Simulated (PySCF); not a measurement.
## Magnetisability: `C(=O)(O)C#CCCl`, C4H3ClO2

Molfile (atoms numbered from 1):
```
C4H3ClO2
     RDKit          3D

 10  9  0  0  0  0  0  0  0  0999 V2000
    2.1085   -1.5424    0.7977 O   0  0  0  0  0  0  0  0  0  0  0  0
    1.7858   -0.6298    0.0869 C   0  0  0  0  0  0  0  0  0  0  0  0
    2.6487    0.0904   -0.6414 O   0  0  0  0  0  0  0  0  0  0  0  0
    0.4327   -0.1716   -0.0939 C   0  0  0  0  0  0  0  0  0  0  0  0
   -0.7007    0.2072   -0.2381 C   0  0  0  0  0  0  0  0  0  0  0  0
   -2.0685    0.6165   -0.3782 C   0  0  0  0  0  0  0  0  0  0  0  0
   -3.1614   -0.5717    0.4254 Cl  0  0  0  0  0  0  0  0  0  0  0  0
    3.5518   -0.2374   -0.5059 H   0  0  0  0  0  0  0  0  0  0  0  0
   -2.2322    1.5827    0.1019 H   0  0  0  0  0  0  0  0  0  0  0  0
   -2.3557    0.6607   -1.4298 H   0  0  0  0  0  0  0  0  0  0  0  0
  1  2  2  0
  2  3  1  0
  2  4  1  0
  4  5  3  0
  5  6  1  0
  6  7  1  0
  3  8  1  0
  6  9  1  0
  6 10  1  0
M  END
```

The calculation used PySCF 2.14.0, GIAO revPBE/pcSseg-1 magnetisability, rotational g tensor and spin-rotation constants, non-relativistic, gas phase. Geometry: GFN2-xTB.

**Question.** How diamagnetic is it, and how anisotropic?

**Answer.** Isotropic -1038 × 10⁻³⁰ J/T², or -62.5 × 10⁻⁶ cm³/mol; principal values -1095, -1028, -992 × 10⁻³⁰ J/T², anisotropy 90 × 10⁻³⁰ J/T² (root of half the summed squared differences of the principal values). The susceptibility is in cgs units.

**Question.** Split it along the inertial axes a, b, c into diamagnetic and paramagnetic parts about the centre of mass, with the quadrupole moment.

**Answer.** 
| axis | χ (10⁻⁶ cm³/mol) | diamagnetic (10⁻⁶ cm³/mol) | paramagnetic (10⁻⁶ cm³/mol) | summed x² of all electrons (Å²) | quadrupole Θ (D Å) |
| --- | --- | --- | --- | --- | --- |
| a | -64.4 | -251.5 | 187.1 | 337.3 | +7.45 |
| b | -61.2 | -1479.3 | 1418.0 | 47.9 | -6.29 |
| c | -62.0 | -1634.4 | 1572.4 | 11.4 | -1.16 |

Anisotropies 2χaa − χbb − χcc = -5.6 and 2χbb − χaa − χcc = +4.0 × 10⁻⁶ cm³/mol. Θ is traceless in Buckingham's convention.

**Question.** And the rotational g tensor?

**Answer.** 
```csv
axis,rotational constant (GHz),g,nuclear part,electronic part
a,6.9743,-0.0631,0.5498,-0.6129
b,0.7841,-0.0053,0.5171,-0.5223
c,0.7089,-0.0055,0.5182,-0.5237
```
Asymmetric top; isotopes 12C, 35Cl, 1H, 16O; no vibrational averaging.
